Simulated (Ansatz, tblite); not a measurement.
Removing an electron: GeMeI3 (CH3GeI3). The state is a singlet with charge 0. Geometry: PBE-D4/def2-SVP. Ansatz, gas phase; energy differences of separate SCF runs; the oxidised species was run as a doublet alone.

```xyz
8

Ge    0.599    0.503   -0.096
C    -0.891   -0.748    0.142
H    -1.653   -0.270    0.786
H    -0.505   -1.668    0.621
H    -1.318   -0.981   -0.852
I     2.391   -0.555   -1.559
I     1.609    1.085    2.166
I    -0.231    2.635   -1.208
```

In the def2 sets I takes a core potential; there is no spin–orbit coupling. The xTB rows come from tblite.

```json
{"level": "GFN1-xTB", "−HOMO (eV)": "11.03", "vertical IE (eV)": "13.78", "−LUMO (eV)": "6.52", "HOMO–LUMO gap (eV)": "4.50"}
{"level": "GFN2-xTB", "−HOMO (eV)": "11.88", "vertical IE (eV)": "14.36", "−LUMO (eV)": "8.31", "HOMO–LUMO gap (eV)": "3.57"}
```

(1) Estimate the rows for PBE-D4/def2-TZVP, PBE0-D4/def2-TZVP.

Answers

(1) 
```
            level  −HOMO (eV)  vertical IE (eV)  −LUMO (eV)  HOMO–LUMO gap (eV)
 PBE-D4/def2-TZVP        6.43              8.74        3.42                3.00
PBE0-D4/def2-TZVP        7.56              9.20        2.69                4.87
```

 Raw xTB energy differences between charge states are shifted by several eV; the methods need an empirical correction for them.
